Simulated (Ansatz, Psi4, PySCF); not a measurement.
C$_{2}$H$_{4}$N (SMILES CC#[NH+]), charge +1, singlet, geometry from GFN2-xTB. Base run: WB97M-V/def2-SVP in PySCF.

Geometry (Å):
```xyz
7

C      0.0033     0.0013    -1.2376
C     -0.0004    -0.0002     0.1486
N     -0.0035    -0.0013     1.2969
H      0.0084     1.0301    -1.6135
H      0.8930    -0.5161    -1.6127
H     -0.8884    -0.5091    -1.6175
H     -0.0062    -0.0023     2.2991
```
Charge +1, spin multiplicity 1.
All else is at PySCF's defaults.

The same geometry, method and basis name were run in Ansatz (an electronic-structure program) and Psi4 and PySCF, at each program's defaults and at the settings that a row names. The base is PySCF at its defaults. Differences at the defaults can come from grids, fitting, cores and function types together.

| code and settings | ΔE vs base (mEh) | basis functions | E (Eh) | SCF cycles |
|---|---|---|---|---|
| PySCF, defaults (exact integrals, its default grid, spherical functions) | 0.000 | 62 | -132.90086 | 9 |
| Psi4, defaults (density fitting with its default set, its default grid, spherical functions) | -0.029 | 62 | -132.90089 | 8 |
| Ansatz, defaults (factorised integrals, its default grid, spherical functions) | 0.004 | 62 | -132.90085 | - |
| PySCF, density fitting with def2-universal-jkfit | -0.029 | 62 | -132.90089 | 9 |
| PySCF, fine grid | 0.000 | 62 | -132.90086 | 9 |
| Psi4, exact integrals, spherical functions, fine grid | 0.000 | 62 | -132.90086 | 10 |
| Ansatz, high accuracy | 0.000 | 62 | -132.90086 | - |
